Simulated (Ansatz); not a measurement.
Geometry optimisation, RKS r2SCAN-D4/def2-SVP in Ansatz.

Input:

```yaml
crystal:
  periodic: [false, false, false]
  atoms:
    - { symbol: B, position_ang: [0.017886, -0.272484, -0.029101] }
    - { symbol: H, position_ang: [-0.06605, -0.442058, 1.159787] }
    - { symbol: H, position_ang: [1.063054, 0.015259, -0.552439] }
    - { symbol: O, position_ang: [-1.04662, -0.467355, -0.829015] }
    - { symbol: H, position_ang: [-1.860059, -0.699643, -0.363143] }
    - { symbol: Br, position_ang: [-0.346101, 2.732258, 1.136962] }
    - { symbol: H, position_ang: [-0.090509, 1.348624, 1.659649] }
basis:
  gaussian: { orbitals: def2-SVP }
hamiltonian:
  xc: r2scan
  dispersion: d4
relax:
  f_tol: 0.03
  max_steps: 50
```

Run as:

```bash
$ ansatz run input.yaml --threads 2 --pin off --max-ram 3072MiB --backend cpu --events-out ev --progress --plain --runs-dir out
```

Problem. Where does it end, and by what steps?

Solution. The run converged. The force dipped under the threshold on the way, but the program's further checks kept it going. After 21 steps the energy has fallen by 0.083 eV; H7 moved furthest, 0.82 Å.

```csv
step,energy less start (eV),largest force component (eV/Å),accepted
0,0.0000,1.324,yes
1,-0.0684,0.334,yes
2,-0.0682,0.369,no
3,-0.0740,0.091,yes
4,-0.0746,0.056,yes
5,-0.0759,0.039,yes
6,-0.0766,0.101,yes
7,-0.0771,0.069,yes
8,-0.0776,0.012,yes
9,-0.0733,0.433,no
10,-0.0783,0.106,yes
11,-0.0749,0.302,no
12,-0.0797,0.035,yes
13,-0.0803,0.064,yes
14,-0.0808,0.131,yes
15,-0.0814,0.084,yes
16,-0.0823,0.034,yes
17,-0.0824,0.029,yes
18,-0.0821,0.154,no
19,-0.0830,0.036,yes
20,-0.0831,0.070,yes
21,-0.0834,0.025,yes
```

```xyz
7
Properties=species:S:1:pos:R:3
B -0.062 -0.386 -0.065
H -0.227 -0.655 1.108
H 0.996 0.009 -0.495
O -1.054 -0.558 -0.964
H -1.877 -0.871 -0.568
Br -0.512 2.743 1.219
H 0.406 1.932 1.947
```

Whether the end is a true minimum wasn't checked by a vibrational analysis.

Time of the run: 54 s on 2 threads of Arm Neoverse V1, on a shared host, peak memory 0.16 GiB.
